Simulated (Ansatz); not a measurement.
```yaml
crystal:
  periodic: [false, false, false]
  atoms:
    - {symbol: B, position_ang: [-1.869167, -0.154245, -0.571494]}
    - {symbol: C, position_ang: [-0.379802, 0.036170, -0.090615]}
    - {symbol: C, position_ang: [0.559875, -0.801916, 0.140227]}
    - {symbol: C, position_ang: [1.416911, 0.417903, 0.362558]}
    - {symbol: O, position_ang: [0.309425, 1.248188, 0.001157]}
    - {symbol: H, position_ang: [-2.546947, 0.796271, -0.799768]}
    - {symbol: H, position_ang: [-2.302112, -1.223391, -0.612066]}
    - {symbol: H, position_ang: [0.742378, -1.805901, 0.370041]}
    - {symbol: H, position_ang: [2.309938, 0.629424, -0.354399]}
    - {symbol: H, position_ang: [1.850606, 0.636481, 1.375500]}
basis:
  gaussian: {orbitals: aug-cc-pVDZ}
hamiltonian: {xc: {name: wB97X-V}}
multiplicity: 3
```

```sh
$ ansatz run in.yaml --threads 2 --pin off --events-out ev --progress --plain --max-ram 4352MiB
```

It prints (some lines left out):

```
Error: YAML parse error: error: line 17 column 1: unknown field `multiplicity`, expected one of crystal, accuracy, basis, kpoints, hamiltonian, magnetization, projection, total_charge, correlation, batch, efield, external_charges, scf, relax, neb, saddle, md, ramp, phonons, dielectric, real_time, elastic, magnetic_configurations, gw, evaluate, workflow, output, checkpoint, execution
15 |   gaussian: {orbitals: aug-cc-pVDZ}
16 | hamiltonian: {xc: {name: wB97X-V}}
17 | multiplicity: 3
```

(1) Something in this input is off. What?

Results:

(1) The input holds a key that doesn't belong there. The program refused the input.
